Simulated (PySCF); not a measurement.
## Silver: a sound run and one with changed settings

Sound run: Ag [Kr] 4d10 5s1, Ag⁺ [Kr] 4d10. Calculation: PySCF 2.14, in x2c-SVPall (6s5p5d1f, 53 functions); scalar relativity by spin-free X2C-1e. The sound run starts from symmetry-adapted Hartree-Fock orbitals and uses a fine grid where one is needed.

Changed run: radial step 0.5 in ln r (0.13 in the sound run). This setting is unsound on purpose.

| species | method | sound run (hartree) | changed run (hartree) | converged |
| --- | --- | --- | --- | --- |
| Ag | UHF | -5312.30646 | -5312.30646 | yes |
| Ag | PBE | -5314.47161 | -5314.45197 | yes |
| Ag | r2SCAN | -5314.87942 | -5314.76010 | yes |
| Ag⁺ | UHF | -5312.07341 | -5312.07341 | yes |
| Ag⁺ | PBE | -5314.18242 | -5314.16351 | yes |
| Ag⁺ | r2SCAN | -5314.59549 | -5314.47619 | yes |

Ionisation energy of Ag:

```csv
method,sound run (eV),changed run (eV)
UHF,6.342,6.342
PBE,7.869,7.849
r2SCAN,7.726,7.725
```

A coarse radial grid mis-integrates the density and the exchange-correlation energy, with errors of either sign; Hartree-Fock needs no grid.

For comparison, NIST gives 7.576 eV between the lowest levels.
